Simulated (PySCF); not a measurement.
Task: Write Cartesian coordinates for InChI=1S/CH6AsNSi/c2-4-1-3/h1,3H,2,4H2/b3-1+ as optimised with PBE0-D3(BJ)/def2-SVP.

Result: 
```
atom  x, y, z in Å
N1     1.380   -1.042   -0.100
C2     1.168    0.180   -0.385
Si3   -0.504    0.987    0.039
As4   -2.102   -0.594    0.750
H5     2.329   -1.325   -0.375
H6     1.937    0.821   -0.869
H7    -0.269    1.999    1.118
H8    -1.001    1.726   -1.164
H9    -1.011   -1.364    1.486
H10   -1.878   -1.410   -0.519
```

Any rigid rotation of these coordinates is as good. Atoms count from 1 in this order. As4 (arsenic bonded to Si and 2 H) is pyramidal (angles 91.5°, 90.5° and 89.9°, sum 271.9°, 0.97 Å off the plane of its three neighbours). Si3 (SiH2 silicon) is tetrahedral (angles from 107.3° to 112.2°).

Bonds between heavy atoms (Å): N1=C2 1.272, C2–Si3 1.904, Si3–As4 2.358.

Computed, not measured: PBE0-D3(BJ)/def2-SVP geometry optimisation, gas phase (PySCF).

Stationary, but not proved a minimum. One conformer, not necessarily the lowest (N1–C2–Si3–As4 -10°, C2–Si3–As4–H 38° and -54°).
